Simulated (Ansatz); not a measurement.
`[SiH3][SiH2][GaH2]` + CH₃NH₂ → `CN[SiH2][GaH2]` + SiH₄  (cleavage of the Si–Si bond)

Isolated molecules relaxed with PBE0-D4/def2-TZVP in Ansatz; ΔE leaves out vibrations. CCSD(T)/CBS adds triple-zeta CCSD(T) − MP2 to the extrapolated MP2 energy (def2 sets, frozen cores). This one scheme is used for every species. Functionals use def2-TZVPP. For Ga outer-core shells are correlated without core-valence functions, which leaves a few kJ/mol of doubt a bond. Scalar relativity is left out up to krypton. Each species was taken in one conformer, which may not be the lowest.

`[SiH3][SiH2][GaH2]`:

Cartesian coordinates in Å:
```
Si -1.374 -0.601 0.925
Si 0.258 0.933 0.242
Ga 1.608 -0.073 -1.477
H -2.243 -0.040 1.994
H -0.724 -1.836 1.441
H -2.231 -0.979 -0.232
H -0.439 2.160 -0.240
H 1.067 1.303 1.439
H 1.208 0.061 -2.991
H 2.872 -0.928 -1.100
```

CH₃NH₂:

Z-matrix (Å, degrees):
```
C
N 1 1.453
H 1 1.092 2 109.4
H 1 1.100 2 115.4 3 -121.6
H 1 1.092 2 109.4 3 116.8
H 2 1.012 1 110.6 3 62.6
H 2 1.012 1 110.6 3 -179.3
```

`CN[SiH2][GaH2]`:

Cartesian coordinates in Å:
```
C -1.465 1.036 1.135
N -0.752 0.017 0.393
Si 0.805 0.273 -0.301
Ga 1.550 -1.773 -1.331
H -2.195 0.585 1.813
H -1.992 1.758 0.497
H -0.758 1.598 1.751
H -1.357 -0.650 -0.058
H 0.858 1.383 -1.314
H 1.722 0.718 0.790
H 3.050 -2.002 -1.749
H 0.533 -2.943 -1.627
```

SiH₄:

Cartesian coordinates in Å:
```
Si 0.000 0.000 0.000
H -0.776 -0.961 0.824
H 1.005 -0.738 -0.806
H 0.692 0.967 0.889
H -0.921 0.732 -0.906
```

CCSD(T)/CBS gives -0.30 eV.

Another level gave -0.25 eV. Which?
A. HF/def2-TZVPP
B. PBE/def2-TZVPP
C. LC-ωPBE/def2-TZVPP
D. CCSD(T)/def2-TZVPP

C. LC-ωPBE -0.25, CCSD(T)/def2-TZVPP -0.30, PBE -0.11, HF/def2-TZVPP -0.44 eV.

What do rigid-rotor, harmonic-oscillator terms from PBE0-D4/def2-TZVP frequencies (298.15 K, 1 bar) make of the CCSD(T)/CBS value? (Best estimate.)

The calculation gave: ΔZPE = -0.09 eV, ΔH = -0.38 eV, ΔS = -30 J/(mol·K), ΔG = -0.29 eV.

Largest T1 diagnostic among the species: 0.014.

From PBE to PBE0 (25 % exact exchange), in def2-TZVPP and without D4, ΔE moves by −0.04 eV. Leaving LDA and LC-ωPBE aside and taking each functional with its dispersion term where it has one, the values, not all of them listed here, spread over 0.26 eV, from CAM-B3LYP-D4 to PBE-D4. LDA lies −0.08 eV from PBE without D4.
